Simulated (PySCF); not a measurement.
**Question.** Give a GFN2-xTB geometry of o-benzoquinone (`O=C1C=CC=CC1=O`).

**Answer.** 
Z-matrix in Å and degrees, rows numbered from 1:
```
O 
C   1  1.2103
C   2  1.4652  1  123.08
C   3  1.3424  2  121.77  1   179.92
C   4  1.4412  3  121.69  2     0.03
C   5  1.3423  4  121.70  3     0.03
C   6  1.4651  5  121.77  4     0.00
O   7  1.2103  2  120.38  1     0.15
H   3  1.0804  2  116.13  1    -0.07
H   4  1.0810  3  120.62  2   179.99
H   5  1.0809  4  117.69  3   180.00
H   6  1.0803  5  122.07  4   179.94
```

The 8 heavy atoms lie in one plane (0.001 Å rms). The 6 C–C bonds span 1.342 Å (C5=C6, drawn double) to 1.543 Å (C2–C7, drawn single), a spread of 0.201 Å. The 6-membered ring C2–C3–C4–C5–C6–C7 has internal angles of 116.5° to 121.8°; it is planar, 0.00 Å rms from its mean plane, widest ring torsion 0°.

Computed geometry: GFN2-xTB, gas phase.

Point group: C2v (tolerance 0.08 Å). GFN2-xTB frequencies: not computed here.
